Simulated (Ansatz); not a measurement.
Cost and result for the atomization energy of CH$_{6}$AlFO$_{2}$Si (12 atoms, 11 bonds).

Cartesian coordinates in Å:
```
F -2.566 1.225 -1.066
C -0.595 -0.635 -0.267
O -0.180 0.500 -0.066
Al -1.244 2.099 -0.485
O 0.107 -1.687 0.010
Si 1.684 -1.556 0.684
H -1.585 -0.821 -0.692
H -0.361 2.795 -1.607
H -1.451 2.742 0.952
H 2.536 -0.823 -0.273
H 2.082 -2.969 0.823
H 1.574 -0.872 1.988
```

Total charge 0; spin multiplicity 1. The bonds changed during the relaxation, so this is another structure than the one it started from. All single points use the PBE0-D4/def2-TZVP geometry. It is one conformer, not always the lowest. Program: Ansatz. All runs use 2 threads of an AMD EPYC 7R13 on a shared host and a share of an NVIDIA H100 80 GB. Times are those of one run each, without the atoms' runs, and a repeat can differ threefold. Electronic energies, without spin–orbit coupling; frozen cores. CCSD(T)/CBS adds CCSD(T) − MP2 in def2-TZVPP to the MP2 limit, and its time is that of the two runs behind it. T1 = 0.015. B3LYP takes the VWN-RPA correlation (the form of Gaussian; ORCA's B3LYP/G).

CCSD(T)/CBS is a level of theory with its own doubt, some kJ/mol a heavy atom from the limit and from the frozen cores, so smaller differences don't rank the functionals.

```
                             level  functions  wall time
                PBE0-D4/def2-TZVPP        292      2.5 s
                 B2PLYP/def2-TZVPP        292      3.2 s
 B3LYP-D4/def2-TZVPP (with forces)        292      3.3 s
   PBE-D4/def2-TZVPP (with forces)        292      3.7 s
r2SCAN-D4/def2-TZVPP (with forces)        292      3.8 s
                ωB97X-V/def2-TZVPP        292      4.1 s
                    MP2/def2-QZVPP        548      4.9 s
                CCSD(T)/def2-TZVPP        292      5.5 s
  ωB97M-V/def2-TZVPP (with forces)        292        6 s
                 CCSD(T)/CBS(def2)          –       10 s
```

(1) What atomization energy does each give, and how far from CCSD(T)/CBS? (Best estimate.)

## Answers

(1) Computed: 
| level | atomization (kJ/mol) | difference from CCSD(T)/CBS | per bond |
| --- | --- | --- | --- |
| PBE0-D4/def2-TZVPP | 4293.8 | -74.6 | -6.8 |
| B2PLYP/def2-TZVPP | 4305.4 | -63.0 | -5.7 |
| B3LYP-D4/def2-TZVPP (with forces) | 4338.1 | -30.3 | -2.8 |
| PBE-D4/def2-TZVPP (with forces) | 4387.5 | 19.1 | 1.7 |
| r2SCAN-D4/def2-TZVPP (with forces) | 4362.4 | -6.0 | -0.6 |
| ωB97X-V/def2-TZVPP | 4371.0 | 2.6 | 0.2 |
| MP2/def2-QZVPP | 4412.8 | 44.4 | 4.0 |
| CCSD(T)/def2-TZVPP | 4246.0 | -122.4 | -11.1 |
| ωB97M-V/def2-TZVPP (with forces) | 4362.6 | -5.8 | -0.5 |
| CCSD(T)/CBS(def2) | 4368.4 | 0.0 | 0.0 |

From PBE to PBE0 (25 % exact exchange), in def2-TZVPP and without D4, the atomization energy moves by −90.1 kJ/mol: exact exchange takes away binding that semilocal exchange gives to molecules. The D4 term adds +39.0 kJ/mol with B3LYP and +20.6 kJ/mol with PBE0; it sums over pairs of atoms, weighted by their polarisabilities, and B3LYP, whose exchange is more repulsive, gets the larger term. In def2-TZVPP, CCSD(T) changes the Hartree–Fock value by +1069.6 kJ/mol (the triples alone add +64.5 kJ/mol) and MP2 by +1162.2 kJ/mol; breaking electron pairs costs correlation energy, which Hartree–Fock lacks.
